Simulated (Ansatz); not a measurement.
The cluster CdF2. Charge 0, multiplicity 1. Geometry PBE-D4/def2-TZVPD, that of the charge -1 doublet.

```xyz
3

Cd    0.563    0.356    0.137
F    -0.082   -1.115    1.550
F    -0.481    0.759   -1.687
```

In the def2 sets Cd takes a core potential; there is no spin–orbit coupling. The structure comes from a short search, and lower isomers may exist.

(1) Estimate the orbital energies around the gap (eV) in Ansatz with PBE-D4/def2-TZVPD, r2SCAN-D4/def2-TZVPD, PBE0-D4/def2-TZVPD.

## Answers

(1) 
```json
{"orbital": "HOMO−5", "PBE-D4/def2-TZVPD": "-9.60", "r2SCAN-D4/def2-TZVPD": "-9.74", "PBE0-D4/def2-TZVPD": "-10.97"}
{"orbital": "HOMO−4", "PBE-D4/def2-TZVPD": "-8.73", "r2SCAN-D4/def2-TZVPD": "-8.90", "PBE0-D4/def2-TZVPD": "-10.10"}
{"orbital": "HOMO−3", "PBE-D4/def2-TZVPD": "-8.10", "r2SCAN-D4/def2-TZVPD": "-8.39", "PBE0-D4/def2-TZVPD": "-9.87"}
{"orbital": "HOMO−2", "PBE-D4/def2-TZVPD": "-8.04", "r2SCAN-D4/def2-TZVPD": "-8.33", "PBE0-D4/def2-TZVPD": "-9.79"}
{"orbital": "HOMO−1", "PBE-D4/def2-TZVPD": "-7.91", "r2SCAN-D4/def2-TZVPD": "-8.21", "PBE0-D4/def2-TZVPD": "-9.69"}
{"orbital": "HOMO", "PBE-D4/def2-TZVPD": "-7.87", "r2SCAN-D4/def2-TZVPD": "-8.17", "PBE0-D4/def2-TZVPD": "-9.63"}
{"orbital": "LUMO", "PBE-D4/def2-TZVPD": "-5.47", "r2SCAN-D4/def2-TZVPD": "-5.27", "PBE0-D4/def2-TZVPD": "-4.65"}
{"orbital": "LUMO+1", "PBE-D4/def2-TZVPD": "-1.70", "r2SCAN-D4/def2-TZVPD": "-1.32", "PBE0-D4/def2-TZVPD": "-1.02"}
{"orbital": "LUMO+2", "PBE-D4/def2-TZVPD": "-0.66", "r2SCAN-D4/def2-TZVPD": "-0.19", "PBE0-D4/def2-TZVPD": "0.12"}
{"orbital": "LUMO+3", "PBE-D4/def2-TZVPD": "-0.15", "r2SCAN-D4/def2-TZVPD": "0.36", "PBE0-D4/def2-TZVPD": "0.52"}
{"orbital": "LUMO+4", "PBE-D4/def2-TZVPD": "1.50", "r2SCAN-D4/def2-TZVPD": "2.11", "PBE0-D4/def2-TZVPD": "2.13"}
{"orbital": "LUMO+5", "PBE-D4/def2-TZVPD": "2.72", "r2SCAN-D4/def2-TZVPD": "3.47", "PBE0-D4/def2-TZVPD": "3.36"}
```
